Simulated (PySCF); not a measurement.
## Cr⁶⁺ (chromium, charge +6) across methods

[Ar], closed-shell 1S. Computed with PySCF 2.14 in an even-tempered Gaussian basis (20 s from 0.25 bohr⁻², ratio 2.5; 13 p from 0.33 bohr⁻², ratio 2.5; 5 d from 3.3 bohr⁻², ratio 2.7; 5 f from 4.9 bohr⁻², ratio 2.7), with scalar relativity by spin-free X2C-1e.

```
method  E (hartree)  mean ε 2p (eV)  mean ε 3s (eV)  mean ε 3p (eV)  Σ⟨r²⟩ (bohr²)   ⟨S²⟩
   PBE    -1040.790         -677.40         -178.61         -148.60          7.641  0.000
  PBE0    -1040.841         -689.36         -183.89         -151.96          7.641  0.000
   LDA    -1038.664         -677.14         -178.18         -148.56          7.654  0.000
 B97-3    -1040.947         -690.41         -184.26         -152.16          7.638  0.000
   UHF  -1040.22044         -723.89         -198.19         -160.55          7.665  0.000
r2SCAN    -1041.010         -682.97         -181.06         -149.71          7.640  0.000
   M06    -1041.056         -690.99         -184.08         -152.01          7.625  0.000
```
